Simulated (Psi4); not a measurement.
C$_{2}$H$_{8}$N (SMILES CC[NH3+]), charge +1, singlet, geometry from GFN2-xTB; REVPBE/STO-3G (Psi4 1.11).

Here is a job for Psi4.
```
memory 2 GB

molecule {
1 1
C     1.24236279   -0.39750113   -0.00322907
C     0.10487807    0.60216964    0.01031472
N    -1.20786753   -0.12281767   -0.00534211
H     2.18965049    0.13332978    0.00819683
H     1.21540996   -1.04156893    0.87213189
H     1.22024591   -1.01206128   -0.89968502
H     0.14835877    1.25030737   -0.86574484
H     0.14351839    1.22077270    0.90769459
H    -1.27417674   -0.73835213    0.81691315
H    -1.26963260   -0.71062506   -0.84798726
H    -2.00174661    0.52991014    0.00336156
}

set {
  basis sto-3g
  scf_type pk
  puream true
  d_convergence 1e-8
  dft_radial_points 99
  dft_spherical_points 590
}

energy('revpbe')
print_variables()
```

It wrote (shortened):

```
   => Loading Basis Set <=

    Name: STO-3G
    Role: ORBITAL
    Keyword: BASIS

         ---------------------------------------------------------
                                   SCF
               by Justin Turney, Rob Parrish, Andy Simmonett
                          and Daniel G. A. Smith
                              RKS Reference
         ---------------------------------------------------------

  ==> Geometry <==

    Molecular point group: c1
    Full point group: C1

    Geometry (in Angstrom), charge = 1, multiplicity = 1:

       Center              X                  Y                   Z               Mass
    ------------   -----------------  -----------------  -----------------  -----------------
         C            1.250447606480    -0.405425206504    -0.003338971381    12.000000000000
         C            0.112962886480     0.594245563496     0.010204818619    12.000000000000
         N           -1.199782713520    -0.130741746504    -0.005452011381    14.003074004430
         H            2.197735306480     0.125405703496     0.008086928619     1.007825032230
         H            1.223494776480    -1.049493006504     0.872021988619     1.007825032230
         H            1.228330726480    -1.019985356504    -0.899794921381     1.007825032230
         H            0.156443586480     1.242383293496    -0.865854741381     1.007825032230
         H            0.151603206480     1.212848623496     0.907584688619     1.007825032230
         H           -1.266091923520    -0.746276206504     0.816803248619     1.007825032230
         H           -1.261547783520    -0.718549136504    -0.848097161381     1.007825032230
         H           -1.993661793520     0.521986063496     0.003251658619     1.007825032230

  Running in c1 symmetry.

  Rotational constants: A =      0.98185  B =      0.28464  C =      0.25062 [cm^-1]
  Rotational constants: A =  29435.16858  B =   8533.22328  C =   7513.33083 [MHz]
  Nuclear repulsion =   90.386234818757700

  Charge       = 1
  Multiplicity = 1
  Electrons    = 26
  Nalpha       = 13
  Nbeta        = 13

  ==> Algorithm <==

  SCF Algorithm Type is PK.
  DIIS enabled.
  MOM disabled.
  Fractional occupation disabled.
  Guess Type is SAD.
  Energy threshold   = 1.00e-06
  Density threshold  = 1.00e-08
  Integral threshold = 1.00e-12

  ==> Primary Basis <==

  Basis Set: STO-3G
    Blend: STO-3G
    Number of shells: 17
    Number of basis functions: 23
    Number of Cartesian functions: 23
    Spherical Harmonics?: true
    Max angular momentum: 1

  ==> DFT Potential <==

   => LibXC <=

    Version 7.1.2
    S. Lehtola, C. Steigemann, M. J. T. Oliveira, and M. A. L. Marques,  SoftwareX 7, 1–5 (2018) (10.1016/j.softx.2017.11.002)

   => Composite Functional: REVPBE <=

    revPBE GGA Exchange-Correlation Functional

    Y. Zhang and W. Yang, Phys. Rev. Lett. 80, 890, 1998

    Deriv               =              1
    GGA                 =           TRUE
    Meta                =          FALSE

    Exchange Hybrid     =          FALSE
    MP2 Hybrid          =          FALSE

   => Exchange Functionals <=

    1.0000   XC_GGA_X_PBE_R

   => Correlation Functionals <=

    1.0000     XC_GGA_C_PBE

   => LibXC Density Thresholds  <==

    XC_GGA_C_PBE:  1.00E-12
    XC_GGA_X_PBE_R:  1.00E-15

   => Molecular Quadrature <=

    Radial Scheme          =       TREUTLER
    Pruning Scheme         =           NONE
    Nuclear Scheme         =       TREUTLER

    Blocking Scheme        =         OCTREE
    BS radius alpha        =              1
    Pruning alpha          =              1
    Radial Points          =             99
    Spherical Points       =            590
    Total Points           =         601546
    Total Blocks           =           4288
    Max Points             =            256
    Max Functions          =             23
    Weights Tolerance      =       1.00E-15

  ==> Integral Setup <==

  Using in-core PK algorithm.
   Calculation information:
[...]
      Number of AO shells:              17
      Number of primitives:             51
      Number of atomic orbitals:        23
      Number of basis functions:        23

      Integral cutoff                 1.00e-12
      Number of threads:                 1

  Performing in-core PK
  Using 76452 doubles for integral storage.
  We computed 11623 shell quartets total.
  Whereas there are 11781 unique shell quartets.

  ==> DiskJK: Disk-Based J/K Matrices <==

    J tasked:                  Yes
    K tasked:                   No
    wK tasked:                  No
    Schwarz Cutoff:          1E-12

  Minimum eigenvalue in the overlap matrix is 2.0606334550E-01.
  Reciprocal condition number of the overlap matrix is 8.0469058336E-02.
    Using symmetric orthogonalization.

  ==> Pre-Iterations <==

  SCF Guess: Superposition of Atomic Densities via on-the-fly atomic UHF (no occupation information).

   -------------------------
    Irrep   Nso     Nmo
   -------------------------
     A         23      23
   -------------------------
    Total      23      23
   -------------------------

  ==> Iterations <==

                        Total Energy        Delta E     RMS |[F,P]|

   @RKS iter SAD:  -132.47555961054249   -1.32476e+02   0.00000e+00
   @RKS iter   1:  -133.84226090450480   -1.36670e+00   1.04808e-02 DIIS/ADIIS
   @RKS iter   2:  -133.83456300687070    7.69790e-03   1.19524e-02 DIIS/ADIIS
   @RKS iter   3:  -133.87918718530625   -4.46242e-02   7.49227e-04 DIIS/ADIIS
   @RKS iter   4:  -133.87934043362816   -1.53248e-04   2.94626e-04 DIIS/ADIIS
   @RKS iter   5:  -133.87936821880729   -2.77852e-05   2.42055e-05 DIIS
   @RKS iter   6:  -133.87936841278358   -1.93976e-07   1.01420e-05 DIIS
   @RKS iter   7:  -133.87936844494027   -3.21567e-08   1.35736e-06 DIIS
   @RKS iter   8:  -133.87936844563893   -6.98662e-10   4.81196e-08 DIIS
   @RKS iter   9:  -133.87936844564004   -1.10845e-12   4.31409e-09 DIIS
  Energy and wave function converged.

  ==> Post-Iterations <==

   Electrons on quadrature grid:
      Ntotal   =   26.0000004995 ; deviation = 4.995e-07

    Orbital Energies [Eh]
    ---------------------

    Doubly Occupied:

[...]
      13A     -0.488194

    Virtual:

[...]
      23A      0.270918

    Final Occupation by Irrep:
              A
    DOCC [    13 ]
    NA   [    13 ]
    NB   [    13 ]

  @RKS Final Energy:  -133.87936844564004

   => Energetics <=

    Nuclear Repulsion Energy =             90.3862348187576998
    One-Electron Energy =                -351.2407709370359044
    Two-Electron Energy =                 147.3010145820442744
    DFT Exchange-Correlation Energy =     -20.3258469094061240
    Empirical Dispersion Energy =           0.0000000000000000
    VV10 Nonlocal Energy =                  0.0000000000000000
    Total Energy =                       -133.8793684456400399

Computation Completed

Properties will be evaluated at   0.000000,   0.000000,   0.000000 [a0]

Properties computed using the SCF density matrix

 Multipole Moments:

 ------------------------------------------------------------------------------------
     Multipole            Electronic (a.u.)      Nuclear  (a.u.)        Total (a.u.)
 ------------------------------------------------------------------------------------

 L = 1.  Multiply by 2.5417464519 to convert [e a0] to [Debye]
 Dipole X            :         -2.1353365            0.4125084           -1.7228281
 Dipole Y            :          0.2371007           -0.4043071           -0.1672064
 Dipole Z            :         -0.0018795           -0.0056074           -0.0074869
 Magnitude           :                                                    1.7309392

 ------------------------------------------------------------------------------------

  Variable Map:
  ----------------------------------------------------------------------------
[...]
  Array Variable Map:
  ----------------------------------------------------------------------------
[...]
[...]
```
